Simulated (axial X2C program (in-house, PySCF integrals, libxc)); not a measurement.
Outer orbitals of SbSe⁺ at 2.267 Å, PW91

All values were computed with an in-house all-electron X2C program for linear molecules (integrals from PySCF). Spin-free means the one-electron spin-free X2C Hamiltonian; two-component (2c) means X2C with spin–orbit coupling and atomic mean-field two-electron Coulomb and Gaunt terms, so the difference of the two also holds small scalar two-electron terms. Basis: Sb dyall-v3z [11s12p8d1f], Se dyall-v3z [8s9p6d1f] (cores contracted in-house); Gaussian nuclei, density fitting, unrestricted open shells. Masses: Sb 120.904 u, Se 79.917 u.

The distance is close to the 2c PBE0 minimum; the highest filled and lowest empty levels are listed.

Spin-free orbitals, state M_S = 0, Λ = 0 (closed shell) (Löwdin shares):

```tsv
symmetry	occupied	ε (eV)	atomic character
σα	yes	-24.48	66% Se s, 17% Sb s, 9% Sb p
σα	yes	-19.34	60% Sb s, 17% Se p, 15% Se s
σα	yes	-13.77	47% Se p, 38% Sb p, 9% Sb s
π+α	yes	-13.24	62% Se p, 33% Sb p, 3% Sb d
π-α	yes	-13.24	62% Se p, 33% Sb p, 3% Sb d
π+α	no	-10.30	62% Sb p, 30% Se p, 3% Sb d
π-α	no	-10.30	62% Sb p, 30% Se p, 3% Sb d
σα	no	-6.66	40% Sb p, 22% Sb d, 19% Se p
σα	no	-3.99	66% Sb s, 13% Se d, 8% Se s
```

One partner of each degenerate Kramers or spin pair is listed.

Spinors with spin–orbit coupling (state Ω = 0):

```tsv
ω	occupied	ε (eV)	atomic character	λ mixture
1/2	yes	-24.48	66% Se s, 17% Sb s, 9% Sb p	100% σ
1/2	yes	-19.33	60% Sb s, 17% Se p, 15% Se s	100% σ
1/2	yes	-13.79	46% Se p, 39% Sb p, 9% Sb s	99% σ, 1% π
1/2	yes	-13.39	62% Se p, 33% Sb p, 3% Sb d	99% π, 1% σ
3/2	yes	-13.08	64% Se p, 31% Sb p, 3% Sb d	100% π
1/2	no	-10.48	61% Sb p, 32% Se p, 3% Sb d	99% π, 1% σ
3/2	no	-10.08	64% Sb p, 29% Se p, 3% Sb d	100% π
1/2	no	-6.65	40% Sb p, 22% Sb d, 19% Se p	100% σ
1/2	no	-3.98	66% Sb s, 13% Se d, 8% Se s	100% σ
```

One partner of each degenerate Kramers or spin pair is listed.

**Question.** How does the gap between the highest filled and lowest empty level change from the spin-free to the 2c table?

**Answer.** From 2.94 to 2.60 eV at PW91, a change of -0.34 eV.

Mulliken charges and populations of the two-component result (they depend on the basis, above all on diffuse functions):

Sb 0.78 e (s 9.94 p 20.16 d 20.10 f 0.02), Se 0.22 e (s 7.94 p 15.77 d 10.06 f 0.01).

Occupations by symmetry block were frozen at the best pattern of an incomplete PBE0 search.
